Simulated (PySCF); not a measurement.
Molecule: (SiH3)2PPF2, F2H6P2Si2.

Mapped SMILES: `[F:1][P:2]([F:3])[P:4]([SiH3:5])[SiH3:6]`. Each H is labelled by its parent atom.

Geometry PBE0-D3(BJ)/def2-SVP throughout; GIAO in PySCF 2.14.0 with density-fitted response routines, gas phase, one conformer, non-relativistic; equivalent atoms averaged; basis pcSseg-1.

(1) How do the absolute shieldings σ depend on the functional? (ppm; last column core-seconds on 1 thread of an Arm Neoverse V1, shared host)

(2) Which nucleus moves most, in ppm?

## Answers

(1) 
```csv
functional,kind,F1/F3,P2,P4,Si5/Si6,H(Si5)/H(Si6),core-s
WP04,global hybrid,281.4,-60.4,456.2,402.3,28.04,27
B97-2,global hybrid,273.8,-6.9,524.4,431.2,27.38,15
BHandHLYP,global hybrid,295.1,-5.2,524.1,430.7,27.54,15
CAM-B3LYP,range-separated hybrid,276.9,-43.2,505.2,420.3,27.37,22
wB97X-D,range-separated hybrid,277.3,-24.8,520.8,427.9,27.35,22
LC-wPBE,range-separated hybrid,285.8,-24.3,541.1,434.8,27.35,36
```

(2) P4 (phosphorus bonded to P, 2 Si): from 456.2 ppm with WP04 to 541.1 ppm with LC-wPBE. The smallest spread is 0.69 ppm, at H(Si5)/H(Si6).
